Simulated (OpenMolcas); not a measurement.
## OpenMolcas run: Co7+

Input:

```
&GATEWAY
Coord
1

Co 0.0 0.0 0.0
Basis=ANO-RCC-VTZP
Group=XYZ
NoMove
AngMom=0.0 0.0 0.0
AMFI
&SEWARD
&RASSCF
FileOrb=start.orb
Symmetry=1
Spin=3
nActEl=2 0 0
Inactive=3 6
Ras2=5 0
CIRoot=10 10 1
SDav=10
CIMx=300
Iter=120 100
PrWF=0.3
OrbListing=Nothing
MaxOrb=0
Atom
>>> COPY $Project.JobIph JOBPRE
&RASSCF
FileOrb=start.orb
Symmetry=1
Spin=3
nActEl=8 2 0
Inactive=3 3
Ras1=0 3
Ras2=5 0
CIRoot=10 10 1
SDav=580
CIMx=300
Iter=120 100
PrWF=0.3
OrbListing=Nothing
MaxOrb=0
Thrs=2.0e-7 1.0e-1 5.0e-4
Atom
>>> COPY $Project.JobIph JOB001
&RASSCF
FileOrb=start.orb
Symmetry=1
Spin=1
nActEl=8 2 0
Inactive=3 3
Ras1=0 3
Ras2=5 0
CIRoot=15 15 1
SDav=450
CIMx=300
Iter=120 100
PrWF=0.3
OrbListing=Nothing
MaxOrb=0
Thrs=2.0e-7 1.0e-1 5.0e-4
Atom
>>> COPY $Project.JobIph JOB002
&RASSI
NrOfJobIphs=2 10 15
1 2 3 4 5 6 7 8 9 10
1 2 3 4 5 6 7 8 9 10 11 12 13 14 15
IphNames
JOB001
JOB002
EJob
SpinOrbit
DIPRint=1.0
SOCoupling=1000.0
Subsets=2
MEES
Property=10
'ANGMOM' 1 'ANGMOM' 2 'ANGMOM' 3 'MLTPL  1' 1 'MLTPL  1' 2 'MLTPL  1' 3
'AMFI' 1 'AMFI' 2 'AMFI' 3 'MLTPL  2' 6
SOProperty=3
'ANGMOM' 1 'ANGMOM' 2 'ANGMOM' 3
```

Launched by
```bash
OMP_NUM_THREADS=1 MOLCAS_MEM=1689 MOLCAS_PROJECT=a pymolcas a.inp > a.log  # once for each step of the input, in one work folder
```

A driver script runs the steps one by one and writes start.orb anew before each from the orbitals found so far.

Output, cut to the results:

```
--- SEWARD ---
Basis set label: CO.ANO-RCC...6S5P3D2F1G.

      Electronic valence basis set:
      ------------------
      Associated Effective Charge  27.000000 au
      Associated Actual Charge     27.000000 au
      Nuclear Model: Point charge

      Shell  nPrim  nBasis  Cartesian Spherical Contaminant
         s      21       6        X
         p      15       5        X
         d      10       3                 X
         f       6       2                 X
         g       4       1                 X
                  Relativistic Douglas-Kroll-Hess integrals:
                    - DKH order of Hamiltonian: 2
                    - DKH order of Properties : 0
                  Atomic mean-field integrals
--- RASSCF ---
Wave function specifications:
      -----------------------------

      Number of closed shell electrons          12
      Number of electrons in active shells       8
      Max number of holes in RAS1 space          2
      Max nr of electrons in RAS3 space          0
      Number of inactive orbitals                6
      Number of active orbitals                  8
      Number of secondary orbitals              45
      Spin quantum number                      1.0
      State symmetry                             1
Orbital specifications:
      -----------------------

      Symmetry species                           1   2
                                                ag  au
      Frozen orbitals                            0   0
      Inactive orbitals                          3   3
      Active orbitals                            5   3
      RAS1 orbitals                              0   3
      RAS2 orbitals                              5   0
      RAS3 orbitals                              0   0
      Secondary orbitals                        22  23
      Deleted orbitals                           0   0
      Number of basis functions                 30  29
      Number of CSFs                           580
      Number of root(s) required                10
      Iter CI   SX   CI       RASSCF       Energy    max ROT     max BLB   max BLB  Level Ln srch  Step   QN
          iter iter root      energy       change     param      element    value   shift minimum  type update
 Nr of preliminary CI iterations:   1
      Total energies have been shifted. Add                -1000.00 au
        1   1    6    0  -376.72453516    0.00E+00   5.74E-02    3   6 2  2.52E-02*  0.00   0.00    SX    NO
        2   1    6    0  -376.72939926   -4.86E-03*  5.44E-03    3   6 2  2.39E-03*  0.00   0.00    SX    NO
        3   1    5    0  -376.72944462   -4.54E-05*  6.88E-04    3   6 2  3.00E-04   0.00   0.00    SX    NO
        4   1    5    0  -376.72944542   -8.01E-07*  9.31E-05    6  10 2  6.46E-05   0.00   0.00    SX    NO
        5   1    4    0  -376.72944544   -1.62E-08   1.45E-05    6  10 2 -1.27E-05   0.00   1.03    QN   YES
      Convergence after  5 iterations
        6   1    4    0  -376.72944544   -4.01E-10   1.45E-05    6  10 2  1.23E-06   0.00   1.03    QN   YES
      Natural orbitals and occupation numbers for root  1
      sym 1:   0.010262   0.103162   0.103048   0.910571   0.910618
      sym 2:   1.987620   1.986841   1.987877
      Natural orbitals and occupation numbers for root  2
      sym 1:   0.932358   0.932339   0.081322   0.081374   0.010270
      sym 2:   1.987653   1.987785   1.986900
      Natural orbitals and occupation numbers for root  3
      sym 1:   0.930155   0.010082   0.083646   0.930182   0.083597
      sym 2:   1.987053   1.987298   1.987987
::    RASSCF root number  1 Total energy:  -1376.76238022
::    RASSCF root number  2 Total energy:  -1376.76238022
::    RASSCF root number  3 Total energy:  -1376.76238022
::    RASSCF root number  4 Total energy:  -1376.76238022
::    RASSCF root number  5 Total energy:  -1376.76238022
::    RASSCF root number  6 Total energy:  -1376.76238022
::    RASSCF root number  7 Total energy:  -1376.76238022
::    RASSCF root number  8 Total energy:  -1376.65259763
::    RASSCF root number  9 Total energy:  -1376.65259763
::    RASSCF root number 10 Total energy:  -1376.65259763
--- RASSCF ---
Wave function specifications:
      -----------------------------

      Number of closed shell electrons          12
      Number of electrons in active shells       8
      Max number of holes in RAS1 space          2
      Max nr of electrons in RAS3 space          0
      Number of inactive orbitals                6
...
--- RASSI ---
SPIN-FREE ENERGIES:
  (Shifted by EMIN (a.u.) =      -1376.7623802187)

 SF State       Relative EMIN(au)   Rel lowest level(eV)    D:o, cm**(-1)      L_eff

     1             0.0000000000        0.0000000000              0.0000         3.0
     2             0.0000000000        0.0000000000              0.0000         3.0
     3             0.0000000000        0.0000000000              0.0000         3.0
     4             0.0000000000        0.0000000000              0.0000         3.0
     5             0.0000000000        0.0000000000              0.0000         3.0
     6             0.0000000000        0.0000000000              0.0000         3.0
     7             0.0000000000        0.0000000000              0.0000         3.0
    11             0.0891852309        2.4268537664          19573.8957         2.0
    12             0.0891852309        2.4268537664          19573.8957         2.0
    13             0.0891852309        2.4268537664          19573.8957         2.0
    14             0.0891852309        2.4268537664          19573.8957         2.0
    15             0.0891852309        2.4268537664          19573.8957         2.0
    10             0.1097825920        2.9873365146          24094.4939         1.0
     8             0.1097825920        2.9873365146          24094.4939         1.0
     9             0.1097825920        2.9873365146          24094.4939         1.0
    16             0.1549612743        4.2167110894          34010.0686         4.0
    17             0.1549612743        4.2167110894          34010.0686         4.0
    18             0.1549612743        4.2167110894          34010.0686         4.0
    19             0.1549612743        4.2167110894          34010.0686         4.0
    20             0.1549612743        4.2167110894          34010.0686         4.0
    21             0.1549612743        4.2167110894          34010.0686         4.0
...
```

Levels above the lowest, from the spin-orbit matrix, grouped by J:

```json
{"Configuration": "3d²", "Term": "³F", "J": "2", "E (cm⁻¹)": "0.0", "Measured (cm⁻¹)": "0.0", "g": "0.667", "Term weight %": "100", "Second": ""}
{"Configuration": "3d²", "Term": "³F", "J": "3", "E (cm⁻¹)": "1410", "Measured (cm⁻¹)": "1430", "g": "1.084", "Term weight %": "100", "Second": ""}
{"Configuration": "3d²", "Term": "³F", "J": "4", "E (cm⁻¹)": "3151", "Measured (cm⁻¹)": "3144", "g": "1.250", "Term weight %": "100", "Second": ""}
{"Configuration": "3d²", "Term": "¹D", "J": "2", "E (cm⁻¹)": "21203", "Measured (cm⁻¹)": "19624", "g": "1.027", "Term weight %": "94", "Second": "6 ³P"}
{"Configuration": "3d²", "Term": "³P", "J": "0", "E (cm⁻¹)": "24981", "Measured (cm⁻¹)": "22304", "g": "", "Term weight %": "100", "Second": ""}
{"Configuration": "3d²", "Term": "³P", "J": "1", "E (cm⁻¹)": "25509", "Measured (cm⁻¹)": "22839", "g": "1.501", "Term weight %": "100", "Second": ""}
{"Configuration": "3d²", "Term": "³P", "J": "2", "E (cm⁻¹)": "26693", "Measured (cm⁻¹)": "24055", "g": "1.473", "Term weight %": "94", "Second": "6 ¹D"}
{"Configuration": "3d²", "Term": "¹G", "J": "4", "E (cm⁻¹)": "35885", "Measured (cm⁻¹)": "32360", "g": "1.000", "Term weight %": "100", "Second": ""}
{"Configuration": "3d²", "Term": "¹S", "J": "0", "E (cm⁻¹)": "75275", "Measured (cm⁻¹)": "74247", "g": "", "Term weight %": "100", "Second": ""}
```

Against the 8 measured excited levels shown (Sugar and Corliss, J. Phys. Chem. Ref. Data 10, 1097 (1981)) the mean absolute deviation is 1800 cm-1; the largest miss in energy is 3d² ¹G₄: computed 35885, measured 32360 cm⁻¹ (+10.9 %).

Without dynamic correlation excited terms often stand tens of per cent too high (terms of higher spin than the ground term too low), and those without a measured partner can miss by more than the paired ones. Active for correlation alone: 3p; no level in the range computed is led by a configuration that opens it, so any true level of that kind is missing. Computed and measured levels are paired by configuration, term and J; levels that our copy of the source lacks, or whose pairing is in doubt (as where it misses far off the trend of its configuration), stay unpaired and out of the deviations. Only configurations of the active space appear. The first state left out of the spin-orbit step lies near 960000 cm-1 above the lowest spin-free state of the reference (among the parities and spins computed), and the list stops at four fifths of that energy or lower.

The RASSCF and RASSI steps took 15 s on 1 thread of Arm Neoverse V2 (shared host); the integral step is not counted.

The term weight is that of the spin-free term in the level, not the purity of its configuration.
